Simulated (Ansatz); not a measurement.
`BO[SiH2]S` and `BO[SiH2]C#C` differ in one atom or group.

Ansatz, PBE0-D4/def2-TZVP geometries, multiplicity 1. Each molecule was computed in one conformer, which needn't be the lowest.

```tsv
property	`BO[SiH2]S`
HOMO–LUMO gap (ωB97M-V/def2-TZVPP) / eV	11.25
size of the dipole moment (ωB97M-V/def2-TZVPP) / D	0.85
LUMO energy (PBE/def2-TZVPP) / eV	-1.79
HOMO energy (ωB97M-V/def2-TZVPP) / eV	-10.12
LUMO energy (ωB97M-V/def2-TZVPP) / eV	1.12
HOMO–LUMO gap (B3LYP/def2-TZVPP) / eV	6.63
```

Problem. What does the change do to each property? (Best estimate.)

Solution. Ansatz gave: 
```json
{"property": "HOMO–LUMO gap (ωB97M-V/def2-TZVPP) / eV", "`BO[SiH2]C#C`": "11.86", "shift": "0.61"}
{"property": "size of the dipole moment (ωB97M-V/def2-TZVPP) / D", "`BO[SiH2]C#C`": "1.30", "shift": "0.45"}
{"property": "LUMO energy (PBE/def2-TZVPP) / eV", "`BO[SiH2]C#C`": "-1.78", "shift": "0.01"}
{"property": "HOMO energy (ωB97M-V/def2-TZVPP) / eV", "`BO[SiH2]C#C`": "-10.73", "shift": "-0.61"}
{"property": "LUMO energy (ωB97M-V/def2-TZVPP) / eV", "`BO[SiH2]C#C`": "1.13", "shift": "0.01"}
{"property": "HOMO–LUMO gap (B3LYP/def2-TZVPP) / eV", "`BO[SiH2]C#C`": "7.23", "shift": "0.60"}
```

The zero-point energy changes by 25.0 kJ/mol with +3 modes. Dipoles are sizes alone; their direction can turn.

B3LYP here is the variant with VWN-RPA as its local correlation; programs differ in this.
